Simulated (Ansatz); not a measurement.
Calculated with Ansatz (gas phase, PBE0-D4/def2-TZVP geometries, no zero-point term in ΔE). CCSD(T)/CBS adds triple-zeta CCSD(T) − MP2 to the extrapolated MP2 energy (def2 sets, frozen cores). This one scheme is used for every species. DFT in def2-TZVPP. B3LYP here is the variant with VWN-RPA as its local correlation; programs differ in this. def2 core potentials past Kr. For Ge, Te outer-core shells are correlated without core-valence functions, which leaves a few kJ/mol of doubt a bond. Scalar relativity is left out up to krypton.

Consider the formal exchange of groups at a Te–B bond: `B[TeH]` + `C=[CH][GeH3]` → `C=[C]([GeH3])[TeH]` + BH₃.

CCSD(T)/CBS gives +1.11 eV.

Task: Another level gave +1.11 eV. Which?
A. B3LYP-D4/def2-TZVPP
B. MP2/def2-TZVPP
C. PBE/def2-TZVPP
D. r2SCAN-D4/def2-TZVPP

Result: A. B3LYP-D4 1.11, r2SCAN-D4 1.22, MP2/def2-TZVPP 1.06, PBE 1.29 eV.

Largest T1 diagnostic among the species: 0.015.

The D4 term adds −0.11 eV with B3LYP and −0.06 eV with PBE0; it sums over pairs of atoms, weighted by their polarisabilities, and B3LYP, whose exchange is more repulsive, gets the larger term.
